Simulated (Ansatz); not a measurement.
CH8BNOSi can be A, `N[SiH2]CBO`, or B, `B[SiH2]C(N)O`.

Calculated with Ansatz (gas phase, PBE0-D4/def2-TZVP geometries, no zero-point term in ΔE). CCSD(T)/CBS adds triple-zeta CCSD(T) − MP2 to the extrapolated MP2 energy (def2 sets, frozen cores). DFT in def2-TZVPP. B3LYP here is the variant with VWN-RPA as its local correlation; programs differ in this. One conformer a species, not always the lowest.

(1) Which isomer does CCSD(T)/CBS put lower? Give the gap. (Estimate.)

(2) Give E(B) − E(A) in kcal/mol with HF/def2-TZVPP, B2PLYP, MP2/def2-TZVPP, B3LYP, ωB97M-V, CCSD(T)/def2-TZVPP, CCSD/def2-TZVPP. (Best estimate.)

Largest T1 diagnostic: 0.012.

## Answers

(1) Computed: A, by 99.4 kcal/mol.

(2) The calculation gave: HF/def2-TZVPP 99.7, B2PLYP 100.2, MP2/def2-TZVPP 103.4, B3LYP 98.2, ωB97M-V 99.9, CCSD(T)/def2-TZVPP 98.9, CCSD/def2-TZVPP 99.1. None reverses the order clearly.

From PBE to PBE0 (25 % exact exchange), in def2-TZVPP and without D4, E(B) − E(A) moves by +2.4 kcal/mol.
